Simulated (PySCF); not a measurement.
Ir³⁺ (iridium, charge +3) across methods

[Xe] 4f14 5d6, high-spin 5D determinant. Calculation: PySCF 2.14, in x2c-TZVPPall with one added diffuse shell each of s, p, d, f type (12s8p8d4f1g, 113 functions); scalar relativity by spin-free X2C-1e. The B2PLYP total includes its PT2 part (frozen core); its orbital energies are those of the SCF part.

```csv
method,E (hartree),mean ε 5p β (eV),mean ε 5d α (eV),mean ε 5d β (eV),Σ⟨r²⟩ (bohr²),⟨S²⟩
B2PLYP,-17826.13,-90.123,-41.648,-38.473,37.22,6.002
UHF,-17822.08116,-94.384,-44.781,-40.762,37.06,6.004
LDA,-17816.26,-85.123,-38.242,-35.550,37.41,6.001
r2SCAN,-17827.50,-85.640,-38.499,-35.644,37.15,6.002
BP86,-17829.56,-84.799,-38.137,-35.532,37.34,6.001
r2SCAN0,-17827.28,-88.171,-40.300,-37.239,37.08,6.003
PBE0,-17827.21,-87.423,-39.995,-36.998,37.21,6.002
```

(1) Estimate the same row for PBE.

Spin-orbit coupling, absent here, splits the open shell strongly.

## Answers

(1) E (hartree) = -17827.42; mean ε 5p β (eV) = -84.614; mean ε 5d α (eV) = -38.101; mean ε 5d β (eV) = -35.354; Σ⟨r²⟩ (bohr²) = 37.37; ⟨S²⟩ = 6.001.
